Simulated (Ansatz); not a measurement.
`CO[SiH2][SeH]` + H₂ → `[SiH3][SeH]` + CH₃OH  (hydrogenolysis of the Si–O bond)

Computed with Ansatz on PBE0-D4/def2-TZVP structures; ΔE is electronic, products minus reactants. CCSD(T)/CBS is the MP2 limit (def2-TZVPP, def2-QZVPP) plus CCSD(T) − MP2 in def2-TZVPP, frozen cores. This one scheme is used for every species. Functionals use def2-TZVPP. B3LYP here is the variant with VWN-RPA as its local correlation; programs differ in this. For Se outer-core shells are correlated without core-valence functions, which leaves a few kJ/mol of doubt a bond. Scalar relativity is left out up to krypton. One conformer a species, not always the lowest.

`CO[SiH2][SeH]`:

Cartesian coordinates in Å:
```
C 1.182 0.973 -0.735
O 0.734 -0.144 0.001
Si -0.843 -0.586 0.055
Se -1.135 -2.206 1.606
H 1.121 0.790 -1.814
H 0.601 1.873 -0.500
H 2.226 1.156 -0.474
H -1.670 0.610 0.365
H -1.291 -1.192 -1.226
H -0.925 -1.274 2.721
```

H₂:

Cartesian coordinates in Å:
```
H -0.289 -0.100 0.214
H 0.289 0.100 -0.214
```

`[SiH3][SeH]`:

Cartesian coordinates in Å:
```
Si 0.213 -0.535 0.000
Se -0.563 1.408 -0.905
H 1.434 -0.307 0.812
H 0.533 -1.395 -1.164
H -0.817 -1.188 0.846
H -0.799 2.017 0.411
```

CH₃OH:

Z-matrix (Å, degrees):
```
C
O 1 1.409
H 1 1.097 2 112.4
H 1 1.090 2 107.0 3 -118.5
H 1 1.097 2 112.4 3 123.0
H 2 0.959 1 108.5 3 -61.6
```

```json
{"level": "B3LYP-D4", "ΔE (eV)": "0.78"}
{"level": "ωB97X-V", "ΔE (eV)": "0.74"}
{"level": "MP2/def2-SVP", "ΔE (eV)": "0.67"}
{"level": "HF/CBS(def2)", "ΔE (eV)": "0.65"}
```

**Question.** What does CCSD(T)/CBS give? (Best estimate.)

**Answer.** Computed: +0.78 eV. The listed levels differ from it by 0.00, -0.04, -0.11, -0.13 eV.

**Question.** What do rigid-rotor, harmonic-oscillator terms from PBE0-D4/def2-TZVP frequencies (298.15 K, 1 bar) make of the CCSD(T)/CBS value? (Estimate.)

**Answer.** The calculation gave: ΔZPE = +0.17 eV, ΔH = +0.90 eV, ΔS = 34 J/(mol·K), ΔG = +0.79 eV. Modes under 50 cm⁻¹ make the entropy rough.

Largest T1 diagnostic among the species: 0.010.

Leaving LDA and LC-ωPBE aside and taking each functional with its dispersion term where it has one, the values, not all of them listed here, spread over 0.12 eV, from HSE06-D4 to BLYP-D4. LDA lies +0.09 eV from PBE without D4. From r2SCAN to r2SCAN0 (25 % exact exchange), in def2-TZVPP and without D4, ΔE moves by −0.03 eV.
